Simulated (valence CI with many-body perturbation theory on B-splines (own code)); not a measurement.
**Au LIX in brief**

Computed by relativistic CI+MBPT: three valence electrons over a frozen Dirac-Fock core [Ar], radial functions for each j: 9 s, 9 p, 10 d, 8 f, 5 g, 3 h, 1 i, with the one-electron correlation potential Σ1, the two-electron term Σ2, the three-electron term Σ3, Breit, model QED; selected CI, second order for the rest (own B-spline code, finite nucleus).

The last digits are not significant, and no measured levels were compared; by estimate large intervals hold to a few tenths of a per cent, small ones and those within an open d or f shell to about a per cent. The list stops below the first excitations out of the core. Only levels of the ground parity were solved; by the run's estimate the other parity begins above the list, which can be wrong where configurations are misplaced.

Levels are named by their leading jj configuration (3d3/2^4 stands for four electrons in 3d with j = 3/2), which in mixed levels can hold well under half, so a name can repeat and another be missing.

Rates and lifetimes use the calculated energies. Strong lines usually hold to 10 to 20 %, long lifetimes can be off by a factor of two.

(1) What is the ground level?

(2) How well does LS coupling describe the low levels?

(3) What is the ionisation energy?

Answers

(1) (3d3/2^3) J=3/2, composition 42 % 3d3 4F + 41 % 3d3 2D + 12 % 3d3 2P, g = 0.732.

(2) Among the lowest 16 levels the leading LS term, summed over configurations, holds 58 % on average. For single configurations the figures are 58 % in LS and 99 % in jj coupling. Terms mix most in the J = 3/2 level at 793610 cm⁻¹, where the leading one holds 38 %.

(3) 5995 eV; NIST lists 5994 ± 6 eV (theoretical).
